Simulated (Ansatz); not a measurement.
Born–Oppenheimer molecular dynamics of C2H10O2Si (15 atoms, charge 0, multiplicity 1). It starts at the highest image of a converged band. Of that band: Neighbouring images differ by up to 1.9 eV, so the band resolves the path poorly. A vibrational analysis at the climbing image gives one clearly imaginary mode, 1135i cm⁻¹: a first-order saddle point.

The calculation used RKS PBE-D4/6-31G* (Ansatz 0.2.0).

| Item | Value |
| --- | --- |
| ensemble | NVE (velocity Verlet) |
| time step | 0.5 fs |
| steps asked | 200 |
| starting velocities drawn for | 300 K |
| seed | 3674 |

First frame:

```xyz
15
Properties=species:S:1:pos:R:3
Si -0.592 0.223 0.154
H 0.896 0.406 -0.860
O -1.468 -0.244 -1.199
C -1.126 0.105 -2.536
H -0.523 1.689 0.492
H -1.508 -0.388 1.181
H 1.362 -0.074 0.054
O 0.903 -0.627 0.960
C 1.241 -0.444 2.349
H -1.606 -0.625 -3.210
H -1.496 1.117 -2.788
H -0.031 0.085 -2.702
H 0.325 -0.608 2.940
H 1.622 0.575 2.535
H 2.001 -1.189 2.630
```

**Question.** What does the run give?

**Answer.** The run went to its last step.

| Item | Value |
| --- | --- |
| steps done | 200 |
| time covered | 100 fs |
| mean temperature over the second half | 947 K |
| spread of the potential energy over the second half | 8.3 meV per atom |
| mean potential energy of the second half above the start | -72.5 meV per atom |

The conserved energy stayed within 0.28 meV per atom of its start (net change -0.23 meV per atom), so the integration is sound. The system heated up, since it started high on the potential surface and ran downhill. A run of 0.1 ps of so small a system gives no equilibrium averages. The orbitals stay closed-shell, which can raise the energy where a bond breaks towards radicals; this wasn't checked here.

**Question.** What happens to the structure?

**Answer.** The step under study would form Si1–O8, H2–H7 and break Si1–H2, H7–O8. These pairs go: Si1–O8 1.90 → 1.71 Å, H2–H7 1.13 → 0.73 Å, Si1–H2 1.81 → 10.08 Å, H7–O8 1.16 → 9.74 Å. In the last frame they stand as after the step (other bonds may differ from the relaxed reactants and products). It ends as C2H8O2Si + H2. Pairs count as bonded within 1.25 times the sum of covalent radii (0.12 Å more for H–H). The details hang on the random start.

**Question.** How do temperature and energy run in time?

**Answer.** 
| time (fs) | T (K) | potential energy less start (eV) | conserved less start (meV/atom) |
| --- | --- | --- | --- |
| 0.0 | 300 | 0.000 | 0.00 |
| 3.0 | 199 | 0.172 | 0.11 |
| 6.0 | 175 | 0.212 | 0.09 |
| 9.0 | 284 | 0.028 | 0.03 |
| 12.0 | 466 | -0.279 | 0.04 |
| 15.0 | 659 | -0.603 | 0.05 |
| 18.0 | 849 | -0.923 | -0.05 |
| 21.0 | 926 | -1.052 | 0.01 |
| 24.0 | 893 | -0.994 | 0.12 |
| 27.0 | 936 | -1.072 | -0.22 |
| 30.0 | 932 | -1.065 | -0.17 |
| 33.0 | 930 | -1.058 | 0.07 |
| 36.0 | 914 | -1.029 | 0.19 |
| 39.0 | 991 | -1.161 | -0.01 |
| 42.0 | 1066 | -1.288 | -0.05 |
| 45.0 | 1148 | -1.425 | -0.06 |
| 48.0 | 1075 | -1.300 | 0.14 |
| 51.0 | 1063 | -1.285 | -0.14 |
| 54.0 | 1047 | -1.258 | -0.16 |
| 57.0 | 946 | -1.084 | 0.07 |
| 60.0 | 873 | -0.959 | 0.23 |
| 63.0 | 837 | -0.900 | 0.14 |
| 66.0 | 957 | -1.108 | -0.22 |
| 69.0 | 983 | -1.150 | -0.20 |
| 72.0 | 923 | -1.045 | 0.11 |
| 75.0 | 913 | -1.028 | 0.18 |
| 78.0 | 948 | -1.089 | -0.03 |
| 81.0 | 888 | -0.990 | -0.09 |
| 84.0 | 830 | -0.892 | -0.05 |
| 87.0 | 838 | -0.902 | 0.15 |
| 90.0 | 973 | -1.132 | -0.09 |
| 93.0 | 1056 | -1.273 | -0.14 |
| 96.0 | 1029 | -1.225 | 0.04 |
| 99.0 | 1034 | -1.231 | 0.15 |

Run time: 6.1 min on 2 threads of Arm Neoverse V2, with other jobs on the host, peak memory 0.16 GiB.
